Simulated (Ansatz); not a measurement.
C4H5 (SMILES [CH]=CC=C), doublet (typed; the unrestricted solution is spin-contaminated), at a GFN2-xTB geometry; MP2/cc-pVDZ (Ansatz, a program for electronic structure).

Input for Ansatz:
Ansatz 0.2 input:
```yaml
crystal:
  periodic: [false, false, false]
  atoms:
    - {symbol: C, position_ang: [-1.45006822, -1.07167082, -0.63158736]}
    - {symbol: C, position_ang: [-0.25920185, -0.56808578, -0.50436756]}
    - {symbol: C, position_ang: [0.13180099, 0.47529935, 0.45030056]}
    - {symbol: C, position_ang: [1.36582743, 0.95156397, 0.53475037]}
    - {symbol: H, position_ang: [-2.41592108, -0.96137587, -0.19544851]}
    - {symbol: H, position_ang: [0.55153888, -0.91673113, -1.13669287]}
    - {symbol: H, position_ang: [-0.65429776, 0.84357236, 1.09483111]}
    - {symbol: H, position_ang: [2.15903411, 0.59378581, -0.10123445]}
    - {symbol: H, position_ang: [1.62949575, 1.71810851, 1.24396860]}
basis:
  gaussian:
    orbitals: cc-pVDZ
magnetization: {spin_polarized: true, initial_magnetization: 1}
correlation: {method: mp2}
accuracy: high
```

It wrote (shortened):

```
Functional definition: HF
1901 factors; integrals over basis functions are off by at most 3.1e-9 eV
mean field evaluation 1: about -4195.6629 eV, gradient 1.8e1 eV
mean field evaluation 2: about -4195.6657 eV, gradient 1.8e1 eV
mean field evaluation 4: about -4198.2474 eV, gradient 2.7e0 eV
mean field evaluation 8: about -4198.3918 eV, gradient 7.0e-1 eV
mean field evaluation 16: about -4198.5637 eV, gradient 5.3e-6 eV
mean field evaluation 32: about -4197.5161 eV, gradient 6.9e0 eV
mean field evaluation 64: about -4197.6639 eV, gradient 5.8e0 eV
mean field -4198.56370032 eV, -154.2943700979 hartree, gradient 2.7e-8 eV, S^2 1.207655; 4 other end points of the search recorded, 0 dependent functions left out
4 core orbitals not correlated
reference -4198.56370032 eV, -154.2943700979 hartree; 11, 10 occupied and 66, 67 virtual orbitals, 1901 factors
second order -12.80875008 eV of doubles, -0.00000000 eV of singles
Total energy: -4211.37245040 eV, -154.7650829813 hartree
```
